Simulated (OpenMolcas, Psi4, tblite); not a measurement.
How methods differ on CH5BN2 (SMILES B1NCN1)

The species is CH5BN2 (9 atoms), meant as a singlet with charge 0. SMILES: `B1NCN1`. The coordinates come from a PBE0-D4/def2-TZVP relaxation.

Quantity: the vertical ionisation energy (to the doublet cation), in eV. The values are calculated.

```tsv
level	kind	program	value (eV)
IPEA1-xTB	semi-empirical	tblite	14.94
HF/def2-SVPD	Hartree–Fock	OpenMolcas	8.35
SVWN5/def2-SVPD	LDA	OpenMolcas	9.52
revPBE/def2-SVPD	GGA	OpenMolcas	9.18
M06-L/def2-SVPD	meta-GGA	OpenMolcas	9.27
B3LYP/def2-SVPD	global hybrid	OpenMolcas	9.36
M06-2X/def2-SVPD	hybrid meta-GGA	OpenMolcas	9.59
MP2/def2-SVPD	perturbation theory	Psi4	10.27
CCSD/def2-SVPD	coupled cluster or CI	Psi4	10.31
```

The values span 8.35 to 14.94 eV. The xTB values lack the empirical shift that such differences need. Spin contamination of the reference (⟨S²⟩ at least 0.1 too high) touches HF/def2-SVPD.
